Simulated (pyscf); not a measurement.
`[OH][SiH2][As]([OH])[OH]`, singlet

Gas-phase minimum from PySCF at ωB97X-D3(BJ)/def2-SVP, one conformer. HO–SiH₂–As(OH)–OH lies 11.0 kcal/mol over its isomer HO–As(OH)–O–SiH₃ (electronic energy, ωB97M-D3(BJ)/def2-TZVP). 

SMILES: O[SiH2][As](O)O
```xyz
10

O     -0.1546     1.0318    -0.0668
Si     0.1854    -0.1283    -1.2021
As    -1.6319    -1.6532    -1.0202
O     -2.6529    -0.6507    -2.1120
O     -1.9880    -0.8667     0.5865
H     -0.8822     0.7336     0.5076
H      1.4575    -0.8537    -0.9144
H      0.2393     0.4251    -2.5799
H     -3.4768    -1.1151    -2.3054
H     -2.6480    -1.3641     1.0841
```

Bond lengths (Å): O1–Si2 1.658, O1–H6 0.974, Si2–As3 2.379, Si2–H7 1.492, Si2–H8 1.486, As3–O4 1.800, As3–O5 1.824, O4–H9 0.965, O5–H10 0.965. Bond angles (°): Si2–O1–H6 110.0, O1–Si2–As3 103.9, O1–Si2–H7 112.5, O1–Si2–H8 112.4, As3–Si2–H7 109.0, As3–Si2–H8 109.7, H7–Si2–H8 109.2, Si2–As3–O4 91.7, Si2–As3–O5 86.6, O4–As3–O5 100.6, As3–O4–H9 109.7, As3–O5–H10 111.4.

Properties at ωB97X-D3(BJ)/def2-SVP:

* **Harmonic wavenumbers, unscaled**: 44, 151, 233, 251, 272, 295, 375, 393, 492, 543, 651, 692, 738, 835, 911, 962, 994, 1007, 1077, 2243, 2283, 3742, 3879, 3895 cm⁻¹
* **Zero-point energy**: 38.5 kcal/mol
* **Rotational symmetry number**: 1
* **Entropy of this conformer at 298 K and 1 atm, rigid rotor and harmonic oscillator, modes under 100 cm⁻¹ raised to 100**: 361.4 J/(mol K)
* **Dipole moment**: 3.61 D

Single-point totals, which compare only within one level:

```json
[
 {"level": "ωB97X-D3(BJ)/def2-TZVP", "total energy (hartree)": "-2754.23870"},
 {"level": "PBE/def2-TZVP", "total energy (hartree)": "-2753.51087"},
 {"level": "r²SCAN/def2-TZVP", "total energy (hartree)": "-2754.08950"},
 {"level": "B3LYP-D3(BJ)/def2-TZVP", "total energy (hartree)": "-2754.31354"},
 {"level": "PBE0-D3(BJ)/def2-TZVP", "total energy (hartree)": "-2753.60456"},
 {"level": "M06-2X/def2-TZVP", "total energy (hartree)": "-2754.13719"},
 {"level": "ωB97M-D3(BJ)/def2-TZVP", "total energy (hartree)": "-2754.33851"}
]
```

The lowest mode is so soft that the shape along it may change with the basis. Soft torsions are taken as harmonic, which can shift the entropy by several J/(mol K). Elements up to Kr have no core potential and no relativistic terms here.
